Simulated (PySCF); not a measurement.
## Dipole moment and polarisability of `CC#[N+][GaH3-]`

Species: C₂H₆GaN.
Cartesian coordinates in Å at the PBE0-D3(BJ)/def2-SVP level; atoms count from 1:
```
atom  x, y, z in Å
C1     2.2233   -0.1429   -0.0647
C2     0.7944   -0.0490    0.1446
N3    -0.3427    0.0248    0.3114
Ga4   -2.4551    0.1575    0.6249
H5     2.6545    0.8646   -0.1516
H6     2.4286   -0.7033   -0.9880
H7     2.6908   -0.6628    0.7837
H8    -2.9122   -0.5394   -0.7169
H9    -2.5574    1.7307    0.7228
H10   -2.5242   -0.6801    1.9625
```

Level: PBE0/def2-SVPD (PySCF), static field, nuclei fixed, core orbitals frozen in the response. The polarisability tensor in these axes (au):

```
x   86.50 -1.80 -4.15
y   -1.80 58.16  0.25
z   -4.15  0.25 58.63
```

Diagonalise the tensor; give its mean and Δα, where Δα² is half the sum of the squared differences of the eigenvalues.

Principal values 58.02, 58.05 and 87.22 au; mean 67.76 au = 10.04 Å³ = 11.17 × 10⁻⁴⁰ C²·m²/J; Δα = 29.19 au (43 % of the mean).

What is the dipole moment, and where does it point?

(7.55, -0.48, -1.11) D, 7.65 D in size, pointing from the negative to the positive side. Measured along this direction, the outermost atoms are H9, H8 and H10 at the negative end and H5, H6 and H7 at the positive end.

Traceless (Buckingham) quadrupole moment about the centre of nuclear charge: eigenvalues?

-9.46, -9.45, 18.90 D·Å. The values depend on the origin, since the dipole doesn't vanish. The electronic extent ⟨r²⟩ about the same centre is 833 bohr², a root-mean-square distance of 2.04 Å for the 56 electrons.

Find the Langevin capture rate constant for NO+ (29.998 u) meeting this molecule (112.976 u), k = 2.342 × 10⁻⁹ cm³/s × √(α in Å³ / reduced mass in u).

The reduced mass is 23.70 u, so k = 1.52 × 10⁻⁹ cm³/s. The formula leaves out the permanent dipole, which adds to the capture rate.

Refractivity n − 1 of an ideal gas of it at 500 K and 1 atm, from the electronic α?

N = p/kT = 1.4678 × 10¹⁹ cm⁻³, so n − 1 = 2π × N × 10.04 × 10⁻²⁴ cm³ = 926 × 10⁻⁶ at long wavelengths, for an ideal gas.

Geometry: PBE0-D3(BJ)/def2-SVP; no solvent, vibrations or thermal averaging. The calculation is non-relativistic, for gallium too.
